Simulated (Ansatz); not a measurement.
`[SiH3][CH]1[CH2][GaH]1`. The species carries charge 0 and has multiplicity 1. Geometry: relaxed with PBE0-D4/def2-TZVP.

```xyz
11

Si   -0.830    0.535   -0.955
C     0.456    0.629    0.368
C     0.276   -0.132    1.492
Ga    0.709   -1.867   -0.078
H    -2.132    1.121   -0.530
H    -1.114   -0.965   -1.037
H    -0.422    1.101   -2.260
H     1.407    1.122    0.200
H    -0.705   -0.505    1.769
H     1.032   -0.199    2.270
H     1.323   -0.838   -1.238
```

Question: What is the dipole moment at PBE/def2-TZVPP? (Best estimate.)

Answer: Ansatz gave: 1.02 D, with components (0.14, 0.61, 0.80) D in this frame, pointing from negative to positive charge.

Question: And with r2SCAN, B3LYP, ωB97M-V? (Best estimate.)

Answer: The calculation gave: r2SCAN 1.19 D, B3LYP 1.18 D, ωB97M-V 1.39 D.

Question: Give the Mulliken charges with PBE, r2SCAN, ωB97M-V in def2-TZVPP. (Best estimate.)

Answer: The calculation gave: 
| atom | PBE | r2SCAN | ωB97M-V |
| --- | --- | --- | --- |
| Si1 | 0.19 | 0.31 | 0.18 |
| C2 | -0.13 | -0.16 | -0.21 |
| C3 | -0.30 | -0.25 | -0.35 |
| Ga4 | 0.08 | 0.11 | 0.08 |
| H5 | -0.06 | -0.07 | -0.02 |
| H6 | -0.04 | -0.08 | -0.03 |
| H7 | -0.04 | -0.05 | 0.00 |
| H8 | 0.12 | 0.10 | 0.15 |
| H9 | 0.14 | 0.12 | 0.16 |
| H10 | 0.12 | 0.11 | 0.15 |
| H11 | -0.08 | -0.13 | -0.10 |

B3LYP here is the variant with VWN-RPA as its local correlation; programs differ in this.
